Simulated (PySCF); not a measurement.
**Computed properties of ZnCl2, SMILES [Cl][Zn][Cl]**

ZnCl2, SMILES [Cl][Zn][Cl]. The structure is a stationary point at B3LYP-D3(BJ)/def2-TZVP. The isomer is the one that the SMILES or the coordinates give; other isomers of the formula were not compared. The values are those of a single conformer. All values are computed for the isolated molecule unless a solvent is named; none is compared with measurement here.

**Structure.** The optimised structure has D∞h symmetry. All 4 harmonic modes at B3LYP-D3(BJ)/def2-TZVP (PySCF) are real, so it is a minimum. With heavy atoms numbered as in [Zn:1]([Cl:2])[Cl:3], the shortest bond between them is Zn1–Cl2 at 2.098 Å and the longest Zn1–Cl3 at 2.098 Å.

**Vibrations.** The strongest infrared lines (harmonic, unscaled, degenerate partners summed) lie at 497 cm⁻¹ (77 km/mol, Zn 52 %, Cl 48 %), 104 cm⁻¹ (24 km/mol, Zn 52 %, Cl 48 %). The softest mode is at 104 cm⁻¹ and the zero-point energy is 1.5 kcal/mol.

**Electronic structure.** ωB97X/def2-TZVPD (PySCF) places the frontier levels at -11.64 and 0.14 eV, a gap of 11.78 eV, and gives a dipole moment of 0.00 D and a mean polarisability of 50.3 bohr³.

**Excitations.** TDDFT-B3LYP/def2-SVPD (PySCF) has S1 at 5.57 eV (223 nm, f = 0.000, dark); the most intense of the 10 singlets computed lies at 6.06 eV (f = 0.09). Strengths of degenerate partners are summed. T1 (TDA) is at 5.27 eV. No vertical singlet excitation falls in the visible range (under 3.1 eV).
